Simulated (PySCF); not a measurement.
The scaffold 1,3-butadien-2-yl-X carries different groups X. Gas-phase values, no solvent. One relaxed conformer stands for each flexible species; it need not be the lowest. Strings in code marks are SMILES.

All values below come from PBE-D3(BJ)/def2-TZVP (PySCF). All candidates: neutral, multiplicity 1. Excitations are Tamm–Dancoff values on a coarser integration grid. The basis has no diffuse functions, so Rydberg states are missing or too high.

The S1 excitation (TDA) is 5.78 eV. The HOMO is -5.96 eV. The LUMO is -2.10 eV.

Question: Identify which member has these values.
A. `C=CC(=C)F` (C–C–C–F torsion 0°)
B. `C=CC(=C)Cl` (C–C–C–Cl torsion 0°)
C. `C=CC(=C)[SiH3]` (C–C–C–Si torsion 0°)
D. `C=CC(=C)N`

Answer: A, `C=CC(=C)F` (C–C–C–F torsion 0°). The others give `C=CC(=C)N`: 4.46 eV, -5.01 eV, -1.64 eV; `C=CC(=C)[SiH3]` (C–C–C–Si torsion 0°): 5.52 eV, -6.04 eV, -2.14 eV; `C=CC(=C)Cl` (C–C–C–Cl torsion 0°): 5.20 eV, -6.02 eV, -2.23 eV
